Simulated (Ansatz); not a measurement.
Frontier orbitals of C9H17NTi, SMILES `C[N](C)[Ti]1234([CH3])([CH3])[C@H]5[C@@H]1[C@@H]2[C@@H]3[C@H]54`.

Z-matrix (Å, degrees):
```
Ti
C 1 2.100
N 1 1.890 2 104.4
C 1 2.372 2 140.0 3 145.3
C 1 2.371 2 91.5 3 109.4
C 1 2.927 2 86.7 3 17.0
C 1 2.100 2 101.8 3 -108.4
C 1 2.416 2 109.3 3 164.6
C 1 2.924 2 125.7 3 -13.7
C 1 2.368 2 125.4 3 101.8
C 1 2.415 2 83.3 3 142.8
H 2 1.094 1 114.6 3 -75.2
H 2 1.094 1 111.9 3 161.4
H 2 1.097 1 105.0 3 43.9
H 4 1.080 1 118.1 2 156.2
H 5 1.080 1 118.1 2 -47.0
H 6 1.101 1 117.4 2 134.8
H 6 1.093 1 78.8 2 30.1
H 6 1.099 1 130.4 2 -73.1
H 7 1.097 1 105.1 2 64.2
H 7 1.094 1 114.6 2 -176.7
H 7 1.094 1 111.9 2 -53.3
H 8 1.079 1 119.8 2 81.1
H 9 1.099 1 130.4 2 -30.5
H 9 1.101 1 117.5 2 121.8
H 9 1.093 1 78.6 2 -133.6
H 10 1.080 1 117.9 2 -108.8
H 11 1.079 1 119.8 2 18.3
```

Total charge 0; spin multiplicity 1. Correlated methods include outer-core shells of Ti, which these sets cover unevenly. Scalar relativity is left out up to krypton. All single points use the PBE0-D4/def2-TZVP geometry. It is one conformer, not always the lowest. Basis def2-TZVPP, Ansatz.

```csv
functional,HOMO (eV),LUMO (eV)
PBE,-5.11,-2.22
```

**Question.** Give HOMO and LUMO (eV) with LDA (SPW92), revPBE, BLYP, r2SCAN, B97M-V, PBE0, B3LYP, r2SCANh, r2SCAN0, HSE06 (plane-wave form), BHLYP, CAM-B3LYP, LC-ωPBE, ωB97X-V, ωB97M-V, HF. (An estimate is asked.)

**Answer.** Computed: 
| functional | HOMO | LUMO |
| --- | --- | --- |
| LDA (SPW92) | -5.27 | -2.48 |
| revPBE | -5.05 | -2.12 |
| BLYP | -5.00 | -2.10 |
| r2SCAN | -5.28 | -2.05 |
| B97M-V | -5.39 | -2.06 |
| PBE0 | -6.21 | -1.11 |
| B3LYP | -6.03 | -1.38 |
| r2SCANh | -5.70 | -1.63 |
| r2SCAN0 | -6.33 | -1.00 |
| HSE06 (plane-wave form) | -5.81 | -1.49 |
| BHLYP | -7.22 | 0.14 |
| CAM-B3LYP | -7.49 | 0.02 |
| LC-ωPBE | -8.75 | 1.15 |
| ωB97X-V | -8.45 | 1.10 |
| ωB97M-V | -8.38 | 1.03 |
| HF | -8.74 | 2.28 |

B3LYP here is the variant with VWN-RPA as its local correlation; programs differ in this. LC-ωPBE has ω = 0.4 bohr⁻¹. Positive LUMOs are unbound and depend on the basis.
